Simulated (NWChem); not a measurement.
System: C₂H₆OSi₂; SMILES C#C[Si@H](O)[SiH3]

Input file for NWChem:

```
start job
memory heap 200 mb stack 900 mb global 1100 mb
geometry units angstroms noautoz
  C      1.001518     2.654415     0.280993
  C      0.391345     1.642274    -0.004032
  Si    -0.502543     0.095019    -0.420905
  O     -1.916620    -0.043733     0.460035
  Si     0.811164    -1.769447     0.115120
  H      1.537015     3.544425     0.529404
  H     -0.782046     0.155164    -1.885424
  H     -2.526565     0.706871     0.409773
  H      1.149420    -1.783045     1.564233
  H      2.078834    -1.715295    -0.665965
  H      0.103279    -3.034018    -0.227340
end
basis spherical
  * library def2-svp
end
dft
  xc r2scan
  grid coarse
  iterations 150
  mulliken
end
task dft gradient
```

Output (shortened):

```
             Northwest Computational Chemistry Package (NWChem) 7.3.0
             --------------------------------------------------------

 C1  symmetry detected

                             Geometry "geometry" -> ""
                             -------------------------

 Output coordinates in angstroms (scale by  1.889725989 to convert to a.u.)

  No.       Tag          Charge          X              Y              Z
 ---- ---------------- ---------- -------------- -------------- --------------
    1 C                    6.0000     1.08402123     2.63479658     0.23929883
    2 C                    6.0000     0.45102574     1.63415780    -0.03641568
    3 Si                  14.0000    -0.47784612     0.10378475    -0.43887349
    4 O                    8.0000    -1.89874094     0.00960279     0.43697399
    5 Si                  14.0000     0.78838356    -1.78493269     0.12574249
    6 H                    1.0000     1.63959699     3.51469042     0.47951803
    7 H                    1.0000    -0.74932147     0.15282092    -1.90531538
    8 H                    1.0000    -2.49028318     0.77391835     0.37480451
    9 H                    1.0000     1.11977895    -1.78903113     1.57649775
   10 H                    1.0000     2.06044301    -1.77060595    -0.64993330
   11 H                    1.0000     0.05190729    -3.03627011    -0.20482852

 Effective nuclear repulsion energy (a.u.)     252.5855403973

                                 NWChem DFT Module
                                 -----------------

 Summary of "ao basis" -> "ao basis" (spherical)
 ------------------------------------------------------------------------------
       Tag                 Description            Shells   Functions and Types
 ---------------- ------------------------------  ------  ---------------------
 C                          def2-svp                 6       14   3s2p1d
 Si                         def2-svp                 8       18   4s3p1d
 O                          def2-svp                 6       14   3s2p1d
 H                          def2-svp                 3        5   2s1p

            General Information
            -------------------
          SCF calculation type: DFT
          Wavefunction type:  closed shell.
          No. of atoms     :    11
          No. of electrons :    54
           Alpha electrons :    27
            Beta electrons :    27
          Charge           :     0
          Spin multiplicity:     1
          Use of symmetry is: off; symmetry adaption is: off
          Maximum number of iterations: 150
          AO basis - number of functions:   108
                     number of shells:    52
          Convergence on energy requested:  1.00D-06
          Convergence on density requested:  1.00D-05
          Convergence on gradient requested:  5.00D-04

              XC Information
              --------------
                      r^2SCAN Method XC Functional
               r^2SCAN metaGGA Exchange Functional  1.000
                     r^2SCAN Correlation Potential  1.000

             Grid Information
             ----------------
          Grid used for XC integration:  coarse
          Radial quadrature: Mura-Knowles
          Angular quadrature: Lebedev.
          Tag              B.-S. Rad. Rad. Pts. Rad. Cut. Ang. Pts.
          ---              ---------- --------- --------- ---------
          C                   0.70       35          13.0       302
          Si                  1.10       70          12.0       302
          O                   0.60       35          12.0       302
          H                   0.35       35          14.0       302
          Grid pruning is: on
          Number of quadrature shells:   455
          Spatial weights used:  Erf1

      Superposition of Atomic Density Guess
      -------------------------------------

 Sum of atomic energies:        -730.41353765

      Non-variational initial energy
      ------------------------------

 Total energy =    -732.325511
 1-e energy   =   -1510.012374
 2-e energy   =     525.101323
 HOMO         =      -0.304954
 LUMO         =      -0.012640

     ---------------------------------------------
      Total Density - Mulliken Population Analysis
     ---------------------------------------------

    Atom       Charge   Shell Charges
 -----------   ------   -------------------------------------------------------
    1 C    6     6.18   1.99  0.98  0.57  1.87  0.74  0.03
    2 C    6     6.24   1.99  1.02  0.31  1.97  0.93  0.03
    3 Si  14    13.17   2.00  1.99  0.97  0.20  5.93  1.02  0.83  0.23
    4 O    8     8.78   1.99  1.10  0.64  3.09  1.95  0.00
    5 Si  14    13.84   2.00  1.99  1.03  0.30  5.94  1.17  1.32  0.09
    6 H    1     0.88   0.63  0.22  0.03
    7 H    1     1.09   0.70  0.38  0.01
    8 H    1     0.65   0.52  0.07  0.06
    9 H    1     1.06   0.69  0.36  0.01
   10 H    1     1.06   0.69  0.36  0.01
   11 H    1     1.06   0.69  0.36  0.01

   convergence    iter        energy       DeltaE   RMS-Dens  Diis-err
 ---------------- ----- ----------------- --------- --------- ---------
 d= 0,ls=0.0,diis     1   -733.4838347858 -9.86D+02  1.32D-02  6.29D-01
 d= 0,ls=0.0,diis     2   -733.4198535365  6.40D-02  8.93D-03  1.31D+00
 d= 0,ls=0.0,diis     3   -733.5511543956 -1.31D-01  2.11D-03  7.02D-02
 d= 0,ls=0.0,diis     4   -733.5569635623 -5.81D-03  9.55D-04  1.08D-02
 d= 0,ls=0.0,diis     5   -733.5578687830 -9.05D-04  4.29D-04  5.48D-03
  Resetting Diis
 d= 0,ls=0.0,diis     6   -733.5585874283 -7.19D-04  1.12D-04  2.49D-04
 d= 0,ls=0.0,diis     7   -733.5586218315 -3.44D-05  3.28D-05  2.72D-06
 d= 0,ls=0.0,diis     8   -733.5586216473  1.84D-07  1.85D-05  3.88D-06
 d= 0,ls=0.0,diis     9   -733.5586222770 -6.30D-07  3.79D-06  2.54D-07

         Total DFT energy =     -733.558622276953
      One electron energy =    -1514.225059162816
           Coulomb energy =      591.382730028835
    Exchange-Corr. energy =      -63.301833540266
 Nuclear repulsion energy =      252.585540397293

 Numeric. integr. density =       54.000166506710

                       DFT Final Molecular Orbital Analysis
                       ------------------------------------

 Vector   25  Occ=2.000000D+00  E=-2.860463D-01
              MO Center= -7.8D-01,  6.8D-01,  5.8D-02, r^2= 3.8D+00
   Bfn.  Coefficient  Atom+Function         Bfn.  Coefficient  Atom+Function
  ----- ------------  ---------------      ----- ------------  ---------------
    52      0.422817   4 O  pz               55      0.311858   4 O  pz
    19      0.200769   2 C  py                4     -0.181281   1 C  px
    84      0.176675   7 H  s                22      0.160476   2 C  py
    85      0.154837   7 H  s                50      0.151155   4 O  px
    18     -0.133527   2 C  px               53      0.113225   4 O  px

 Vector   26  Occ=2.000000D+00  E=-2.719820D-01
              MO Center=  4.5D-01,  1.9D+00,  1.3D-01, r^2= 2.6D+00
   Bfn.  Coefficient  Atom+Function         Bfn.  Coefficient  Atom+Function
  ----- ------------  ---------------      ----- ------------  ---------------
     6      0.316129   1 C  pz               20      0.299223   2 C  pz
    18     -0.249185   2 C  px                4     -0.238941   1 C  px
     9      0.184773   1 C  pz               23      0.171540   2 C  pz
    50     -0.153522   4 O  px               21     -0.151219   2 C  px
     7     -0.148155   1 C  px               51     -0.147688   4 O  py

 Vector   27  Occ=2.000000D+00  E=-2.534060D-01
              MO Center=  2.6D-01,  5.4D-01, -1.7D-01, r^2= 5.1D+00
   Bfn.  Coefficient  Atom+Function         Bfn.  Coefficient  Atom+Function
  ----- ------------  ---------------      ----- ------------  ---------------
    84      0.210975   7 H  s                 6      0.200747   1 C  pz
    69     -0.180069   5 Si py                4      0.177240   1 C  px
    85      0.175108   7 H  s                72     -0.164650   5 Si py
    20      0.160122   2 C  pz                5     -0.158860   1 C  py
    19     -0.149109   2 C  py               52      0.147079   4 O  pz

 Vector   28  Occ=0.000000D+00  E=-4.859523D-02
              MO Center=  2.1D-01,  9.1D-01, -7.3D-02, r^2= 5.0D+00
   Bfn.  Coefficient  Atom+Function         Bfn.  Coefficient  Atom+Function
  ----- ------------  ---------------      ----- ------------  ---------------
    39      0.490674   3 Si px                7     -0.372455   1 C  px
    49      0.321326   4 O  s                71      0.312965   5 Si px
     4     -0.295027   1 C  px               21      0.270365   2 C  px
    64     -0.263529   5 Si s               105      0.237676  11 H  s
    17     -0.203369   2 C  s               100     -0.196765  10 H  s

[...]

                         DFT ENERGY GRADIENTS

    atom               coordinates                        gradient
                 x          y          z           x          y          z
   1 C       2.048503   4.979044   0.452209   -0.003736  -0.005760  -0.001733
   2 C       0.852315   3.088110  -0.068816    0.005509   0.009758   0.002401
   3 Si     -0.902998   0.196125  -0.829351    0.002112   0.001350  -0.000833
   4 O      -3.588100   0.018147   0.825761    0.001337  -0.002159  -0.000111
   5 Si      1.489829  -3.373034   0.237619    0.000112  -0.001315   0.000271
   6 H       3.098389   6.641802   0.906158   -0.003150  -0.005009  -0.001387
   7 H      -1.416012   0.288790  -3.600524    0.000071   0.000176   0.001716
   8 H      -4.705953   1.462494   0.708278   -0.002140   0.002468  -0.000035
   9 H       2.116075  -3.380779   2.979149    0.000009  -0.000524  -0.002174
  10 H       3.893673  -3.345960  -1.228196   -0.001628  -0.000384   0.001300
  11 H       0.098091  -5.737719  -0.387070    0.001504   0.001400   0.000586
```

Level: r2SCAN/def2-SVP. Structure relaxed at the B3LYP/6-31G* (spherical d) level.
